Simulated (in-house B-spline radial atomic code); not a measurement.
Results of a calculation; reference values are marked as such.
## Stopping and range of 2 keV F in InAs

The pair potential comes from two frozen, spherical free-atom densities (PBE, B-spline radial code, scalar-relativistic past argon): electrostatics plus the change in Thomas-Fermi kinetic and Dirac exchange energy where they overlap, the recipe behind the universal ZBL potential, which averages such potentials (from solid-state densities) over many pairs. It is written V = (Z1 Z2 e²/r) φ(r/a), with e² = 14.3996 eV·Å and a = 0.46850 Å/(Z1^0.23 + Z2^0.23); ZBL's fit is φ = 0.18175 e^(−3.1998x) + 0.50986 e^(−0.94229x) + 0.28022 e^(−0.4029x) + 0.02817 e^(−0.20162x). Where φ falls below 4e-4 it is continued as an exponential.

The target is taken as amorphous, with density 5.68 g/cm³ (NSM archive of the Ioffe Institute); channelling is ignored. Masses: F 19.0, In 114.82, As 74.92 u. Nuclear stopping is S_n = 4π a Z1 Z2 e² M1/(M1 + M2) × s_n(ε), with s_n integrated over impact parameters for each pair. Electronic stopping is Lindhard and Scharff's S_e = Z1^(1/6) 8π e² a0 Z1 Z2/(Z1^(2/3) + Z2^(2/3))^(3/2) × v/v0, with a0 = 0.529177 Å and v = v0 at 24.801 keV/u; it misses the oscillations with Z1 seen in experiment, which reach tens of per cent. Compounds add by atom fraction.

```json
{"target atom": "In", "a (Å)": "0.11412", "ε at this energy": "0.03084", "s_n, this pair": "0.2545", "s_n, ZBL potential": "0.2411"}
{"target atom": "As", "a (Å)": "0.12036", "ε at this energy": "0.0449", "s_n, this pair": "0.2798", "s_n, ZBL potential": "0.2674"}
```

(1) What are the atom density and the stopping powers at entry?

Along the track:

| E (keV) | N S_n (eV/nm) | N S_e (eV/nm) |
| --- | --- | --- |
| 0.1 | 36.3 | 8.15 |
| 0.3 | 62.6 | 14.1 |
| 0.6 | 83.7 | 20 |
| 1 | 101 | 25.8 |
| 1.5 | 115 | 31.5 |
| 2 | 125 | 36.4 |

(2) Estimate the path length and the projected range.

Results:

(1) N = 5.68 × 0.602214/94.87 = 0.03606 atoms/Å³. For In: S_n = 1293 × 0.2545 = 329.1 eV·Å², S_e = 2.3794 × √2000 = 106.4 eV·Å². For As: S_n = 1309 × 0.2798 = 366.2 eV·Å², S_e = 2.1388 × √2000 = 95.65 eV·Å². Averaged over the target's atoms (half each) and times N × 10 Å/nm, the ion loses N S_n = 125 eV/nm to recoils and N S_e = 36.4 eV/nm to electrons; the nuclear share is 77 %.

(2) With continuous slowing down the path is the integral of dE/(N (S_n + S_e)). Trapezoids over the table give 17.4 nm, and the stretch below the first row, with stopping taken as √E, adds 2E/(N S) = 4.5 nm: 21.9 nm in all, against 20.7 nm on a fine grid from 5 eV, a cut that itself drops some per cent of so short a path. Deflections shorten the depth: to first order in the energy passed on, N (S_n + S_e) dR_p/dE = 1 − N S_n (M2/M1) R_p/(2E), summed over the target's atoms, and integrating this on the fine grid gives R_p = 4.79 nm, 0.23 of the path. Lindhard's rule of thumb R/(1 + M2/3M1), with mean M2/M1 = 4.99, gives 7.76 nm; it is meant for M2/M1 below about 2. On the ZBL potential the same equation gives 5.01 nm, and the full integral equation, which keeps hard collisions, 5.19 nm.
